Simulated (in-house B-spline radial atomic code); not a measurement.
**Ionising the manganese ion Mn⁴⁺ with different functionals**

Computed with an all-electron radial atomic-structure program (B-spline basis): four-component Dirac-Coulomb Hamiltonian, Fermi nucleus of rms radius 3.7057 fm, spin-restricted, spherical fractional occupations for the functionals. The ionisation energy is the difference of two self-consistent energies, [Ar] 3d3 → [Ar] 3d2, without Breit or QED terms; ε is the level of the shell that loses the electron (mean over j). The electron is taken from both j subshells in proportion to 2j + 1, so the result is a j average, not the step between ground levels.

Hybrids are left out here: with spherical fractional occupations of an open shell their exact exchange keeps a self-interaction that integer-occupation calculations don't have.

| method | rung | ΔSCF (eV) | -ε(3d) (eV) |
| --- | --- | --- | --- |
| LDA VWN5 | LDA | 71.73 | 61.02 |
| relativistic LDA | LDA | 71.76 | 61.04 |
| LDA PW92 | LDA | ? | ? |
| LDA exchange-only | LDA | 69.87 | 59.19 |
| PBE | GGA | 71.44 | 60.72 |
| PBEsol | GGA | 71.40 | 60.68 |
| BLYP | GGA | ? | ? |
| RPBE | GGA | 71.36 | 60.65 |
| PW91 | GGA | 71.58 | 60.85 |
| BP86 | GGA | 71.49 | 60.77 |
| AM05 | GGA | 71.42 | 60.70 |
| OLYP | GGA | 71.72 | 60.97 |

(1) What does LDA PW92 give?

(2) What does BLYP give?

(3) How do they compare with the NIST value?

Answers

(1) ΔSCF 71.73 eV, and -ε(3d) = 61.01 eV.

(2) ΔSCF 71.40 eV, and -ε(3d) = 60.68 eV.

(3) NIST lists 72.4 eV ± 0.1 (semi-empirical, ground level to ground level). Errors run from -2.54 to -0.65 eV. The correlated functionals all miss on the same side by more than they spread, so the cause is common to them (Breit-QED terms, spin polarisation, the choice among j levels, multiplet and fine-structure energies, or a listed next ion that isn't the cheapest removal here) and closeness doesn't rank the functionals.
